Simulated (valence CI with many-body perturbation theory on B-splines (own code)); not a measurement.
Which ion has this spectrum?

A relativistic CI+MBPT calculation for an atom or ion with 32 electrons gives these levels (cm⁻¹):

```
J  Parity        E     g
0    even        0      
1    even   198440  1.50
2    even   222096  1.20
2    even   438456  1.29
0    even   492499      
2     odd   681869  1.69
1     odd   765126  0.94
2     odd   867858  1.48
3     odd   912639  1.33
0     odd   961212      
2     odd   974043  1.04
1     odd   982993  1.27
1     odd  1026221  1.46
2     odd  1051157  0.83
```

The energies are calculated, and their last digits are not significant.

Q: Which is it?
A. Nd28+
B. Ba24+
C. Ce26+
D. Pr27+

A: D. Pr27+, ground level (4s^2 4p1/2^2) J=0.
